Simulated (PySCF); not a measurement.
# One molecule, many functionals

Compound: BH₉NPSi₂.
Structure used (PBE0-D3(BJ)/def2-SVP), in Å, numbered top down from 1:
```
atom  x, y, z in Å
B1    -1.797   -1.090   -0.234
N2    -0.835   -0.171    0.243
Si3   -1.311    1.442    0.809
Si4    0.851   -0.724    0.317
P5     2.198    1.097    0.412
H6    -2.969   -0.787   -0.272
H7    -1.439   -2.189   -0.605
H8    -0.654    2.487   -0.033
H9    -2.790    1.555    0.702
H10   -0.876    1.635    2.224
H11    1.093   -1.488    1.579
H12    1.125   -1.604   -0.853
H13    2.201    1.300   -1.002
H14    3.373    0.283    0.402
```

Linear-response calculations in the def2-SVPD basis (PySCF; singlets by full response, triplets Tamm–Dancoff, core orbitals frozen in the response; HF means time-dependent Hartree–Fock). 'Strongest' is the level of largest summed f among the singlets computed (10 roots, of which the last may lack a degenerate partner); it can jump between rows when another state enters that window. S1 is the lowest singlet of each run and needn't be the same state throughout; f(S1) is that of one state. The structure is a single PBE0-D3(BJ)/def2-SVP conformer in the gas phase; no vibrational or solvent corrections.

```csv
functional,kind,S1 (eV),f(S1),strongest (eV),T1 (eV),HOMO (eV),gap (eV),"ionisation energy, ΔSCF (eV)"
LDA,LDA,4.86,0.004,5.84,4.79,-6.68,4.83,9.66
PBE,GGA,5.02,0.004,5.99,4.90,-6.60,4.99,9.55
B3LYP,"global hybrid, 20% exact exchange",5.84,0.003,7.03,5.48,-7.47,6.61,9.58
PBE0,"global hybrid, 25% exact exchange",6.01,0.001,7.16,5.48,-7.69,7.04,9.61
BHandHLYP,"global hybrid, 50% exact exchange",6.50,0.006,7.20,5.69,-8.64,8.98,9.65
CAM-B3LYP,range-separated hybrid,6.33,0.001,7.00,5.64,-8.94,9.37,9.75
wB97X-D,range-separated hybrid,6.40,0.003,7.05,5.74,-9.49,10.69,9.75
LC-wPBE,range-separated hybrid,6.48,0.000,7.38,5.68,-10.29,11.87,9.81
HF,Hartree–Fock,6.92,0.021,7.86,5.62,-10.16,12.37,not settled
```

S1 runs from 4.86 eV (LDA) to 6.92 eV (HF), a spread of 2.06 eV, while the orbital gap spreads over 7.5 eV. Along PBE (0%), B3LYP (20%), PBE0 (25%), BHandHLYP (50%), HF (100%) S1 rises with the share of exact exchange. −ε(HOMO) comes closest to its own ΔSCF ionisation energy with wB97X-D (-0.26 eV) and misses most with LDA (-2.98 eV). 'Not settled' means that the ion's SCF failed to converge or may have ended in another state than the lowest.

Without π bonds the low states are Rydberg-like; a valence basis with one diffuse set may place them up to an eV too high.
